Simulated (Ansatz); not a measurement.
Consider the ligand exchange at the Nb–N bond: `[NH2][Nb](=[O])([OH])[OH]` + H–F → `[O]=[Nb]([OH])([OH])[F]` + NH₃.

Isolated molecules relaxed with PBE0-D4/def2-TZVP in Ansatz; ΔE leaves out vibrations. CCSD(T)/CBS adds triple-zeta CCSD(T) − MP2 to the extrapolated MP2 energy (def2 sets, frozen cores). This one scheme is used for every species. Functionals use def2-TZVPP. Elements past krypton have def2 core potentials. For Nb outer-core shells are correlated without core-valence functions, which leaves a few kJ/mol of doubt a bond. One conformer a species, not always the lowest.

```tsv
level	ΔE (kJ/mol)	difference from CCSD(T)/CBS
r2SCANh-D4	-115.8	-15.0
BHLYP-D4	-111.4	-10.6
PBE-QIDH	-107.6	-6.8
PBE0	-112.3	-11.5
BHLYP	-116.4	-15.6
CAM-B3LYP	-119.2	-18.4
HF/def2-SVP	-121.8	-21.0
CCSD/def2-SVP	-117.2	-16.4
MP2/def2-TZVPP	-101.1	-0.3
CCSD(T)/def2-TZVPP	-105.0	-4.2
CCSD(T)/CBS	-100.8	0
```

Largest T1 diagnostic among the species: 0.022, so the coupled-cluster value is less sure than usual.

In def2-TZVPP, CCSD(T) changes the Hartree–Fock value by +14.7 kJ/mol (the triples alone add +1.3 kJ/mol) and MP2 by +18.6 kJ/mol. Leaving LDA and LC-ωPBE aside and taking each functional with its dispersion term where it has one, the values, not all of them listed here, spread over 15.9 kJ/mol, from B97M-V to PBE-QIDH. LDA lies +9.5 kJ/mol from PBE without D4. At CCSD(T), def2-SVP lies −15.8 kJ/mol from the extrapolated value and def2-TZVPP −4.2 kJ/mol.
